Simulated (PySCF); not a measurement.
# How methods differ on the ionisation energy of Hg

Hg [Xe] 4f14 5d10 6s2 (1S) → Hg+ [Xe] 4f14 5d10 6s1 (2S), as a difference of total energies. Computed with PySCF 2.14 in def2-QZVPPD with the def2 core potential (60 electrons) (7s5p4d4f2g, 88 functions), with a scalar-relativistic core potential. Correlated levels: valence: 5s2 5p6 frozen. The calculations carry no spin-orbit coupling.

| method | ionisation energy (eV) | error (eV) |
| --- | --- | --- |
| UHF | 8.496 | -1.942 |
| MP2 (valence) | 10.388 | -0.050 |
| SCS-MP2 (valence) | 10.316 | -0.122 |
| CCSD (valence) | 10.079 | -0.359 |
| CCSD(T) (valence) | 10.224 | -0.214 |

Reference: 10.438 eV (measured; NIST Atomic Spectra Database, ionization energies).

Errors of the correlated levels include the incompleteness of this basis and the frozen core.
